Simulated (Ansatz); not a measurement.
System: CH$_{7}$ClNSi$_{2}$ (charge 0, doublet). It need not be the lowest isomer of its formula. SMILES: C[Si@H](Cl)[N][SiH3]
Structure (B3LYP-D3(BJ)/def2-TZVP (Ansatz, an electronic-structure program) minimum search):
```
N
Si 1 1.7071
Si 1 1.7238 2 139.14
H 2 1.4778 1 106.67 3 -115.68
H 3 1.4801 1 110.06 2 -154.94
H 3 1.4827 5 109.32 1 -125.59
H 3 1.4873 5 109.43 6 -119.69
C 2 1.8630 4 113.28 1 119.99
H 8 1.0907 2 110.54 4 179.85
H 8 1.0907 9 108.82 2 -121.23
H 8 1.0912 9 108.36 10 -118.58
Cl 2 2.0850 4 106.02 1 -121.73
```
Charge 0, spin multiplicity 2.

Wanted: atomisation energy (electronic, to ground-state atoms), in eV. Valence correlation only, unless marked. UHF or UKS for open shells. Spin-orbit coupling is left out. Non-relativistic unless marked X2C. The coupled-cluster limit lacks core correlation, which all-electron functionals hold. CBS marks a two-point X^-3 extrapolation of the correlation energy; Hartree-Fock from the larger set. The bracket is a focal-point correction in the basis named.

| level | program | atomisation energy (eV) | minus last row |
|---|---|---|---|
| HF/6-31G* | Ansatz | 30.00 | -11.31 |
| HF/cc-pV(D+d)Z | Ansatz | 29.92 | -11.39 |
| revPBE/def2-TZVPD | Ansatz | 39.89 | -1.42 |
| B3LYP/def2-TZVPD | Ansatz | 40.84 | -0.47 |
| PBE0-D4/def2-TZVP | Ansatz + dftd4 | 41.09 | -0.22 |
| PBE0-D4/def2-TZVPD | Ansatz + dftd4 | 41.11 | -0.20 |
| PBE0/def2-TZVP | Ansatz | 40.82 | -0.49 |
| PBE0/def2-TZVPD | Ansatz | 40.84 | -0.47 |
| BHLYP-D4/def2-TZVPD | Ansatz + dftd4 | 40.64 | -0.67 |
| HSE06-D3(BJ)/def2-TZVPD | Ansatz + dftd3 | 41.12 | -0.19 |
| B2PLYP-D3(BJ)/def2-TZVPD | Ansatz + dftd3 | 40.85 | -0.46 |
| B2PLYP-D4/def2-TZVPD | Ansatz + dftd4 | 40.79 | -0.52 |
| MP2/STO-3G | Ansatz | 42.50 | 1.19 |
| RI-MP2/cc-pV(T+d)Z | Ansatz | 40.11 | -1.20 |
| RI-MP2/cc-pV(Q+d)Z | Ansatz | 40.91 | -0.40 |
| RI-MP2/CBS(cc-pV(T+d)Z,cc-pV(Q+d)Z) | Ansatz | 41.41 | 0.10 |
| CCSD/cc-pV(Q+d)Z | Ansatz | 40.27 | -1.04 |
| CCSD(T)/cc-pV(T+d)Z | Ansatz | 39.97 | -1.34 |
| X2C-CCSD(T)/cc-pVTZ-DK | Ansatz | 39.64 | -1.67 |
| RI-MP2/CBS(cc-pV(T+d)Z,cc-pV(Q+d)Z)+[CCSD(T)-MP2]/cc-pV(Q+d)Z | Ansatz | 41.28 | -0.03 |
| CCSD(T)/CBS(cc-pV(T+d)Z,cc-pV(Q+d)Z) | Ansatz | 41.31 | 0.00 |
